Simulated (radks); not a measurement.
The numbers below are computed, except where a source is named.
Task: These are the eigenvalues of the occupied orbitals of an atom or ion with whole-number occupations (Ry). Level of theory: scalar-relativistic Kohn-Sham, PBEsol, spin-unpolarised, spherical densities, finite nucleus; Fermi nuclear charge, rms radius of each element as measured or else 0.836 A^(1/3) + 0.57 fm (a radial shooting solver on a logarithmic mesh with Libxc functionals).

orbital  eigenvalue
1s        -808.6386
2s        -104.3527
2p        -91.67844
3s        -15.96778
3p        -12.09248
3d         -5.73306

Which element is it, and in what charge state? The configuration may be excited.

Result: Z = 32, germanium, charge +4: Ge4+ in [Ar] 3d10. The list shows which subshells hold electrons but not how many an open one holds; the 1s level, -404.32 hartree, gives Z - s = 28.4 by -(Z - s)^2/2, which with screening and relativity narrows Z to a few neighbours, and the depths of the outer levels then fix element, charge and occupations together.
